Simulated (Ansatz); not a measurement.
The same atomization along the group F, Cl, Br, I.

Calculated with Ansatz (gas phase, PBE0-D4/def2-TZVP geometries, no zero-point term in ΔE). CCSD(T)/CBS adds triple-zeta CCSD(T) − MP2 to the extrapolated MP2 energy (def2 sets, frozen cores). This one scheme is used for every species, atoms too. Functionals use def2-TZVPP. Open shells (•) are unrestricted, without spin–orbit coupling. Spin–orbit coupling would lower the free atoms: a little for Al, C, Cl, F; clearly for Br; strongly for I. Elements past krypton have def2 core potentials. Bonds to Br, I are less sure, by a few kJ/mol each and by 10 to 20 or more in all where they break to atoms, as the def2 sets lack core-valence functions. Scalar relativity is left out up to krypton.

| reaction | CCSD(T)/CBS(def2) (kJ/mol) |
| --- | --- |
| `[CH3][Al]([F])[F]` → Al• + C• + 2 F• + 3 H• | ? |
| `[CH3][Al]([Cl])[Cl]` → Al• + C• + 2 Cl• + 3 H• | 2461 |
| `[CH3][Al]([Br])[Br]` → Al• + C• + 2 Br• + 3 H• | 2363 |
| `[CH3][Al]([I])[I]` → Al• + C• + 2 I• + 3 H• | 2233 |

**Question.** Fill in the missing values. (Estimate.)

**Answer.** The calculation gave: `[CH3][Al]([F])[F]` → Al• + C• + 2 F• + 3 H•: +2792.9 kJ/mol.

Largest T1 diagnostic: 0.018, for Al•.

For atomizations the MP2-based limit and the directly extrapolated one differ by several kJ/mol either way, and by 10 to 25 for some Ge, Se and Sn compounds, so smaller differences from it don't rank the levels.
